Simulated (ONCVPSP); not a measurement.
# What the settings do to the ONCV potential of iridium

Base potential:

iridium, optimised norm-conserving Vanderbilt (ONCV), made with ONCVPSP 4.0.1 (PBE, fully relativistic). Core [Xe] 4f14, reference 5d7 6s0.5 (charge +1.5). Waves: 6s: rc 2.45 bohr, ncon 4, nbas 8, qcut 2.4 1/bohr, 3 projectors, debl 2.8 Ha; p scattering state at 0.14 Ha: rc 2.20 bohr, ncon 4, nbas 8, qcut 4 1/bohr, 2 projectors, debl 4 Ha; 5d: rc 2.25 bohr, ncon 4, nbas 8, qcut 6.9 1/bohr, 3 projectors, debl 2.2 Ha. Local part: polynomial inside 1.50 bohr (lpopt 3, dvloc0 -1 Ha). Core correction: Teter function, fcfact 5.5, rcfact 1.55.

Open shells are filled in proportion to 2j + 1.

In the p channel the program set the typed energies aside and used 0.050, 4.050 Ha (j = l + 1/2; the other j can differ).

All-electron outer shells of the reference configuration (PBE, scalar-relativistic, ld1.x):

| shell | level (eV) | outermost node (bohr) | outermost maximum (bohr) |
| --- | --- | --- | --- |
| 5p | -67.62 | 0.54 | 1.01 |
| 5d | -19.76 | 0.59 | 1.29 |
| 6s | -17.45 | 1.17 | 2.30 |

Cutoffs, loose and tight: the cutoffs (Ha) at which the residual kinetic energy of the hardest occupied pseudo-wave falls to 1 and 0.1 mHa per electron. They do not see the model core or the augmentation charge, which bear on the density cutoff. Test errors are all-electron minus pseudo excitation energies from the reference, over the configurations 5d7 6s2; 5d7 6s1; 5d7 6s0; 5d8 6s1. A dash means not determined; rows that change the core or the reference have their own tests. The largest error is taken over the tests solved by every variant that gives reliable tests at all: 5d7 6s1; 5d7 6s2; 5d8 6s1.

```csv
change,outcome,"cutoff, loose","cutoff, tight",bound ghosts,GHOST(+) flags above zero,largest test error (meV)
base,"generated, projector energies reset by the program",16 Ha,27 Ha,none,"s, p3/2, d5/2, p1/2",-138
s: qcut 2.1; p: qcut 3.6; d: qcut 6.2,"generated, projector energies reset by the program",22 Ha,29 Ha,none,"s, p3/2, p1/2",-130
"local potential polynomial inside 1.50 bohr (lpopt 5, dvloc0 -1 Ha)","generated, projector energies reset by the program",16 Ha,27 Ha,none,"s, p3/2, p1/2, d3/2",-138
s: debl 0.75,"generated, projector energies reset by the program",16 Ha,27 Ha,none,"s, p3/2, d5/2, p1/2",-138
"core correction Teter function, fcfact 5.5, rcfact 1.94","generated, projector energies reset by the program",16 Ha,27 Ha,none,"s, p3/2, d5/2, p1/2",-411
s: rc 3.08,"generated, projector energies reset by the program",16 Ha,19 Ha,none,"s, p3/2, d5/2, p1/2",-152
core correction none,"generated, projector energies reset by the program",16 Ha,27 Ha,none,"s, p3/2, d5/2, p1/2",+32
"reference 5d7; wave 6s: rc 2.45 bohr, ncon 4, nbas 8, qcut 2.4 1/bohr, 3 projectors, debl 2.8 Ha becomes s scattering state at 0.02 Ha: rc 2.45 bohr, ncon 4, nbas 8, qcut 2.4 1/bohr, 3 projectors, debl 2.8 Ha","generated, projector energies reset by the program",16 Ha,19 Ha,none,"s, p3/2, d5/2, p1/2",-263
"p: ncon 3, nbas 7","generated, projector energies reset by the program",16 Ha,27 Ha,none,"s, p3/2, d5/2, p1/2",-138
scalar-relativistic,"generated, projector energies reset by the program",16 Ha,27 Ha,none,"s, p",-136
```
